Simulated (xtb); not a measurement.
HgI (SMILES [I][Hg]), doublet, at a GFN2-xTB geometry (such geometries of metal compounds can be far from the true shape) (the spin is typed, not shown lowest); xtb with GFN0-xTB.

Input for xtb:
```
$ xtb mol.xyz --gfn 0 --uhf 1 --grad --json

# file mol.xyz
2

Hg    -0.00000000    -0.00000000    -1.18466166
I      0.00000000     0.00000000     1.78816854
```

The log (banner, timings and long lists left out):

```
   ID    Z sym.   atoms
    1   80 Hg     1
    2   53 I      2

           -------------------------------------------------
          |                Calculation Setup                |
           -------------------------------------------------

           -------------------------------------------------
          |                 G F N 0 - x T B                 |
           -------------------------------------------------

          ...................................................
          :                      SETUP                      :
          :.................................................:
          :  # basis functions                  14          :
          :  # atomic orbitals                  13          :
          :  # shells                            5          :
          :  # electrons                         9          :
          :  electronic temp.          300.0000000     K    :
          :  accuracy                    1.0000000          :
          :  -> integral cutoff          0.2500000E+02      :
          :  -> integral neglect         0.1000000E-07      :
          ...................................................

         :::::::::::::::::::::::::::::::::::::::::::::::::::::
         ::                     SUMMARY                     ::
         :::::::::::::::::::::::::::::::::::::::::::::::::::::
         :: total energy              -4.402065234831 Eh    ::
         :: gradient norm              0.008966052784 Eh/a0 ::
         :: HOMO-LUMO gap              8.077934641375 eV    ::
         ::.................................................::
         :: H0 energy                 -4.389773578406 Eh    ::
         :: repulsion energy           0.001071227383 Eh    ::
         :: electrostat energy        -0.013097582759 Eh    ::
         :: -> Gsolv                   0.000000000000 Eh    ::
         ::    -> Gsasa                0.000000000000 Eh    ::
         ::    -> Gshift               0.000000000000 Eh    ::
         :: dispersion energy         -0.000265301049 Eh    ::
         :: short-range corr.          0.000000000000 Eh    ::
         :: add. restraining           0.000000000000 Eh    ::
         :: total charge               0.000000000000 e     ::
         :::::::::::::::::::::::::::::::::::::::::::::::::::::

           -------------------------------------------------
          |                Property Printout                |
           -------------------------------------------------

    * Orbital Energies and Occupations

         #    Occupation            Energy/Eh            Energy/eV
      -------------------------------------------------------------
         1        2.0000           -0.6567521             -17.8711
         2        2.0000           -0.4766400             -12.9700
         3        2.0000           -0.4304069             -11.7120
         4        2.0000           -0.4304069             -11.7120
         5        1.0000           -0.4013618             -10.9216 (HOMO)
         6                         -0.1045032              -2.8437 (LUMO)
         7                         -0.1045032              -2.8437
         8                         -0.0505663              -1.3760
         9                         -0.0505663              -1.3760
        10                         -0.0276223              -0.7516
        11                          0.0131093               0.3567
        12                          0.0131093               0.3567
        13                          0.4270986              11.6219
      -------------------------------------------------------------
                  HL-Gap            0.2968586 Eh            8.0779 eV
             Fermi-level            0.0000000 Eh            0.0000 eV

     #   Z          covCN         q      C6AA      α(0)
     1  80 Hg       0.843     0.123   345.682    35.888
     2  53 I        0.843    -0.123   379.288    33.641

 Mol. C6AA /au·bohr⁶  :       1446.389661
 Mol. C8AA /au·bohr⁸  :     138808.817769
 Mol. α(0) /au        :         69.529609

Wiberg/Mayer (AO) data.
largest (>0.10) Wiberg bond orders for each atom

 ---------------------------------------------------------------------------
     #   Z sym  total        # sym  WBO       # sym  WBO       # sym  WBO
 ---------------------------------------------------------------------------
     1  80 Hg   0.920 --     2 I    0.920
     2  53 I    0.920 --     1 Hg   0.920
 ---------------------------------------------------------------------------

Topologies differ in total number of bonds
Writing topology from bond orders to xtbtopo.mol

 dipole moment from electron density (au)
     X       Y       Z
   0.0000   0.0000  -1.6552  total (Debye):    4.207

           -------------------------------------------------
          | TOTAL ENERGY               -4.402065234831 Eh   |
          | GRADIENT NORM               0.008966052784 Eh/α |
          | HOMO-LUMO GAP               8.077934641375 eV   |
           -------------------------------------------------

normal termination of xtb
```
